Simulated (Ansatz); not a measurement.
```yaml
crystal:
  periodic: [false, false, false]
  atoms:
    - {symbol: O, position_ang: [1.459061, -0.814737, -2.387001]}
    - {symbol: C, position_ang: [1.397487, -0.986712, -1.195796]}
    - {symbol: O, position_ang: [2.223249, -1.823408, -0.563402]}
    - {symbol: C, position_ang: [0.404919, -0.288891, -0.330084]}
    - {symbol: C, position_ang: [-0.442977, 0.578239, -1.025477]}
    - {symbol: C, position_ang: [-1.423875, 1.309018, -0.389680]}
    - {symbol: C, position_ang: [-1.579528, 1.184713, 0.982486]}
    - {symbol: C, position_ang: [-0.755426, 0.335292, 1.697052]}
    - {symbol: C, position_ang: [0.232543, -0.400768, 1.054212]}
    - {symbol: Br, position_ang: [1.258945, -1.505669, 2.188663]}
    - {symbol: H, position_ang: [2.798448, -2.193314, -1.248344]}
    - {symbol: H, position_ang: [-0.295186, 0.652451, -2.095323]}
    - {symbol: H, position_ang: [-2.043866, 1.748624, 1.554609]}
    - {symbol: H, position_ang: [-2.343866, 1.748624, 1.504609]}
    - {symbol: H, position_ang: [-0.870532, 0.233741, 2.768182]}
basis:
  gaussian: {orbitals: def2-mTZVPP}
hamiltonian: {xc: {name: wB97X-V}}
```

```sh
$ ansatz run in.yaml --threads 4 --pin off --events-out ev --progress --plain --max-ram 41984MiB --backend cpu
```

Output, abridged:

```
Functional definition: wB97X-V
2278 factors; their error is unknown
508 factors; integrals over basis functions are off by at most 8.5e-6 eV
mean field evaluation 1: about -81443.0901 eV, gradient 6.7e1 eV
mean field evaluation 2: about -81444.1926 eV, gradient 6.8e1 eV
mean field evaluation 4: about -81452.4359 eV, gradient 5.2e0 eV
mean field evaluation 8: about -81452.5016 eV, gradient 1.9e-1 eV
mean field evaluation 16: about -81452.6843 eV, gradient 1.5e-3 eV
mean field -81452.68433352 eV, -2993.3309386445 hartree, gradient 5.2e-5 eV, S^2 0.000000; 0 other end points of the search recorded, 0 dependent functions left out
reference -81452.68433157 eV, -2993.3309385727 hartree; 49, 49 occupied and 193, 193 virtual orbitals, 2278 factors
Total energy: -81452.68433157 eV, -2993.3309385727 hartree
```

Something in this input is off. What?

One atom was put on top of another. The run converged. The result belongs to that input, not to the molecule as meant.
